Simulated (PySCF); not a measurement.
B(F)(H)(OAc) (C2H4BFO2), SMILES CC(=O)OBF. Heavy atoms are numbered as in [BH:1]([F:2])[O:4][C:5]([CH3:6])=[O:7]. Hydrogens are named by the atom that carries them.

Geometry optimised at B3LYP-D3(BJ)/def2-SVP. This is a generated structure with no PubChem entry under its InChIKey; it may be hypothetical. The values are those of a single conformer.

The numbers are results of PBE/pcSseg-1 in PySCF, not measurements.

GIAO shieldings, no solvent; atoms alike by connectivity are averaged. δ = σ(ref) − σ: ¹¹B against BF3 (σ = 83.9 ppm); ¹⁹F against CFCl3 (σ = 133.6 ppm); ¹H against TMS (σ = 31.49 ppm); ¹⁷O against H2O (σ = 334.3 ppm); ¹³C against TMS (σ = 182.0 ppm), references at their B3LYP-D3(BJ)/def2-TZVP geometries, non-relativistic.

Computed chemical shifts:
```tsv
nucleus	atoms	count	δ (ppm)
¹¹B	B1 (BH)	1	11.8
¹⁹F	F2	1	-78.6
¹H	H on B1	1	4.65
¹H	H on C6	3	2.41
¹⁷O	O7	1	513.6
¹⁷O	O4	1	300.7
¹³C	C5	1	170.9
¹³C	C6 (CH3)	1	25.7
```
